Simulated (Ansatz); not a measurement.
(LiF)4 cube (Li4F4). Total charge 0; triplet. Geometry r2SCAN-D4/def2-SVP, that of the neutral singlet; atoms count from 1.

Cartesian coordinates in Å:
```
Li 0.3169 -1.1399 0.9071
F 1.5593 -0.4643 -0.2282
Li 0.9082 1.1432 0.3020
F -0.2089 0.4678 1.5609
Li -1.4151 0.4213 0.2072
F -1.0009 -1.2596 -0.3329
Li 0.1900 -0.4246 -1.4165
F -0.3494 1.2561 -0.9996
```

At PBE0-D4/def2-TZVP a singlet of charge 0 lies 8.21 eV below the triplet at the same geometry.

Question: Estimate the Mulliken populations from the PBE0/def2-TZVP orbitals of Ansatz.

Answer: 
| atom | charge (e) | spin (α − β) |
| --- | --- | --- |
| Li1 | 0.58 | 0.25 |
| F2 | -0.58 | 0.25 |
| Li3 | 0.58 | 0.25 |
| F4 | -0.58 | 0.25 |
| Li5 | 0.58 | 0.25 |
| F6 | -0.58 | 0.25 |
| Li7 | 0.58 | 0.25 |
| F8 | -0.58 | 0.25 |
Mulliken values and Mayer orders depend strongly on the basis.

Question: Where does the spin sit?

Answer: Summed by element: Li 0.99, F 1.01, of 2 unpaired in all. Largest on single atoms: F4 0.25, F2 0.25, F8 0.25.
